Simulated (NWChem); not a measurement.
# SiHCl, singlet; SMILES [SiH]Cl

```xyz
3

Si    -0.1084    -1.1138     0.0000
H      1.4108    -1.3140     0.0000
Cl    -0.0105     0.9944     0.0000
```
Atoms are numbered in this order, from 1.

Results from NWChem. Pople sets run with spherical d functions. Low-valent species are run as closed-shell singlets; no triplet was tried in these runs. All runs use the structure optimised with B3LYP/6-31G* (spherical d). Static field.

```csv
level,isotropic polarisability (bohr³),anisotropy (bohr³)
PBE/6-31+G*,39.5,23.7
B3LYP/6-31+G*,38.6,22.3
BHandHLYP/6-31+G*,37.4,20.1
CAM-B3LYP/6-31+G*,38.0,21.0
```
